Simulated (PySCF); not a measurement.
B3LYP has the VWN-RPA correlation part, as in Gaussian. Delta-SCF ions had no search for a lower state. Excitations are Tamm–Dancoff values on a coarser integration grid. The basis has no diffuse functions, so Rydberg states are missing or too high.

CH$_{4}$OSi, SMILES `O=C[SiH3]` (charge 0, multiplicity 1)

These are PySCF with B3LYP-D3(BJ)/def2-TZVP values and carry that method's errors.

```yaml
HOMO: -6.95 eV
dipole_moment: 2.20 D
HOMO–LUMO gap: 5.03 eV
LUMO: -1.91 eV
S1 excitation (TDA): 3.28 eV
S1 oscillator strength: 0.001
brightest of the four lowest singlets (TDA): 6.21 eV
T1 excitation (TDA): 2.55 eV
S1–T1 gap (TDA): 0.73 eV
vertical ionisation energy (Delta-SCF): 9.60 eV
total_energy: -405.2805 Ha
cost: about 40 core-seconds (a rough figure)
```

Bond lengths (Å): O1–C2 1.208, C2–Si3 1.930, C2–H4 1.117, Si3–H5 1.482, Si3–H6 1.482, Si3–H7 1.476. Angles (°): O1–C2–Si3 123.2, O1–C2–H4 119.2, Si3–C2–H4 117.6, C2–Si3–H5 108.0, C2–Si3–H6 108.0, C2–Si3–H7 109.6, H5–Si3–H6 108.6, H5–Si3–H7 111.3, H6–Si3–H7 111.3.
Charge 0, spin multiplicity 1.
